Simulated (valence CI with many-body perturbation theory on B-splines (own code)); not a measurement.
# E1 transitions of O III

Level of theory: configuration interaction combined with many-body perturbation theory (CI+MBPT): four valence electrons over a frozen Dirac-Fock core [He], radial functions for each j: 11 s, 11 p, 10 d, 8 f, 5 g, 2 h, with the one-electron correlation potential Σ1, the two-electron term Σ2, the three-electron term Σ3, Breit, model QED; selected CI, second order for the rest, scaled by the run's own slope (own B-spline code, finite nucleus).

Set against measurement, 32 paired levels are off by 133 cm⁻¹ on average, the worst by 418. These come from a selection out of Moore, Selected Tables of Atomic Spectra, NSRDS-NBS 3, section 11. Levels without a partner in it may be off by more. Among the levels kept, up to 2100 cm⁻¹ of a level comes from second order outside the variational space, and about a tenth of that is noise between levels of different J, which matters for small intervals.

Lines 51 to 100 of 563 in falling wavelength, among levels below 51.940 eV, chosen from the strongest by gf and those to the six lowest levels. Wavelengths and rates use the calculated energies, so an error of 100 cm⁻¹ moves a line at 14120 Å by 1.4 % and its rate by three times that or more. Electric multipoles are in the length gauge, E1 and E2 with the static RPA response of the core. Weak lines are less certain than strong ones. Lines between different terms over intervals too small for the method are left out, as are lines whose strength nearly cancels. Where a level lies close to another of its J and parity, the split of strength between their lines is uncertain. The highest levels of a list are the least certain.

Names give the largest LS component (configuration and term), which can be under half, so a name can repeat, a term be missing and a line seem to break the LS rules; names also repeat where a configuration has a term twice.

```tsv
λ vac (Å)	Upper	Lower	A (s⁻¹)	S (a.u.) with core polarisation	S without
21590	2s²2p5d ³D°_2	2s²2p5p ³P_1	4.54e+06	1.13e+02	1.13e+02
21560	2s²2p5d ³D°_1	2s²2p5p ³P_0	4.57e+06	6.78e+01	6.78e+01
20730	2s²2p5p ³S_1	2s²2p5s ³P°_2	2.15e+06	2.84e+01	2.84e+01
20670	2s²2p5d ³D°_3	2s²2p5p ¹D_2	2.74e+06	8.35e+01	8.35e+01
20610	2s²2p5d ³P°_2	2s²2p5p ³P_2	3.13e+06	6.75e+01	6.75e+01
20260	2s²2p5p ¹D_2	2s²2p5s ¹P°_1	3.13e+06	6.42e+01	6.42e+01
19880	2s²2p5d ³P°_1	2s²2p5p ³P_1	3.48e+06	4.05e+01	4.05e+01
19850	2s²2p6s ¹P°_1	2s2p²3s ¹D_2	2.80e+06	3.25e+01	3.25e+01
19480	2s²2p5p ³S_1	2s²2p5s ³P°_1	2.65e+06	2.90e+01	2.90e+01
19420	2s²2p5p ³P_2	2s²2p5s ¹P°_1	3.25e+06	5.88e+01	5.88e+01
18550	2s²2p5d ³D°_2	2s²2p5p ³S_1	3.09e+06	4.87e+01	4.87e+01
18240	2s²2p5d ³F°_2	2s²2p5p ¹P_1	2.34e+06	3.50e+01	3.50e+01
18170	2s²2p5d ¹F°_3	2s²2p5p ³P_2	5.38e+06	1.12e+02	1.12e+02
17910	2s²2p5p ³P_1	2s²2p5s ³P°_2	6.02e+06	5.11e+01	5.11e+01
17520	2s²2p5p ³P_2	2s²2p5s ³P°_2	6.12e+06	8.13e+01	8.13e+01
17490	2s²2p5d ¹F°_3	2s²2p5p ¹D_2	7.68e+06	1.42e+02	1.42e+02
17440	2s²2p5d ³P°_2	2s²2p5p ³S_1	7.50e+06	9.82e+01	9.82e+01
17380	2s²2p5d ¹D°_2	2s²2p5p ¹P_1	9.40e+06	1.22e+02	1.22e+02
17270	2s²2p5d ³P°_1	2s²2p5p ³S_1	7.08e+06	5.40e+01	5.40e+01
17240	2s²2p5p ¹D_2	2s²2p5s ³P°_1	4.44e+06	5.61e+01	5.61e+01
17170	2s²2p5p ³P_0	2s²2p5s ³P°_1	1.29e+07	3.23e+01	3.23e+01
16660	2s²2p5p ³P_1	2s²2p5s ³P°_0	5.24e+06	3.59e+01	3.59e+01
16650	2s²2p5p ³D_2	2s²2p5s ³P°_2	3.96e+06	4.51e+01	4.51e+01
16530	2s²2p5p ³D_3	2s²2p5s ³P°_2	5.33e+06	8.31e+01	8.31e+01
16120	2s2p²3d ⁵P_3	2s²2p5s ³P°_2	3.27e+06	4.73e+01	4.73e+01
16040	2s²2p5p ³D_1	2s²2p5s ³P°_1	4.44e+06	2.71e+01	2.71e+01
15840	2s²2p5p ³D_2	2s²2p5s ³P°_1	3.53e+06	3.47e+01	3.47e+01
15130	2s²2p7s ³P°_1	2s²2p6p ³P_0	4.12e+06	2.11e+01	2.11e+01
14670	2s²2p7s ³P°_1	2s²2p6p ³S_1	3.94e+06	1.84e+01	1.84e+01
14440	2s²2p7s ³P°_1	2s²2p6p ³D_2	1.62e+07	7.20e+01	7.20e+01
14400	2s²2p7s ³P°_0	2s²2p6p ³D_1	2.74e+07	4.04e+01	4.04e+01
14120	2s²2p4p ¹P_1	2s²2p4s ¹P°_1	8.25e+06	3.44e+01	3.44e+01
13770	2s²2p5p ¹S_0	2s²2p5s ¹P°_1	2.02e+07	2.60e+01	2.60e+01
13770	2s²2p4d ¹P°_1	2s²2p4p ¹S_0	8.24e+06	3.19e+01	3.19e+01
13600	2s²2p5d ³F°_2	2s2p²3s ³D_1	9.64e+06	5.99e+01	5.99e+01
13580	2s²2p7s ³P°_1	2s²2p6p ¹P_1	5.03e+06	1.86e+01	1.86e+01
13380	2s²2p5d ³F°_3	2s2p²3s ³D_2	1.26e+07	1.04e+02	1.04e+02
13310	2s²2p5d ¹P°_1	2s²2p5p ¹P_1	1.15e+07	4.02e+01	4.02e+01
13130	2s²2p5d ³F°_4	2s2p²3s ³D_3	1.35e+07	1.36e+02	1.36e+02
12220	2s²2p5d ³D°_2	2s2p²3s ³D_2	3.42e+06	1.54e+01	1.54e+01
12130	2s²2p5d ³D°_3	2s2p²3s ³D_3	4.25e+06	2.62e+01	2.62e+01
11370	2s²2p4d ³D°_2	2s²2p4p ³P_2	4.01e+06	1.45e+01	1.45e+01
11300	2s²2p4d ³D°_3	2s²2p4p ³P_2	1.36e+07	6.77e+01	6.77e+01
11230	2s²2p4d ³D°_2	2s²2p4p ³P_1	1.00e+07	3.49e+01	3.49e+01
11150	2s²2p4d ³D°_1	2s²2p4p ³P_0	7.65e+06	1.57e+01	1.57e+01
10730	2s²2p6p ³S_1	2s²2p5d ³P°_2	1.28e+07	2.34e+01	2.34e+01
10360	2s²2p6p ³D_3	2s²2p5d ³D°_3	4.88e+06	1.87e+01	1.87e+01
10350	2s²2p6p ³S_1	2s²2p5d ³D°_2	8.28e+06	1.36e+01	1.36e+01
10290	2s²2p4p ³D_3	2s²2p4s ³P°_2	2.03e+07	7.66e+01	7.66e+01
10290	2s²2p6p ¹P_1	2s²2p5d ¹D°_2	1.12e+07	1.80e+01	1.80e+01
```
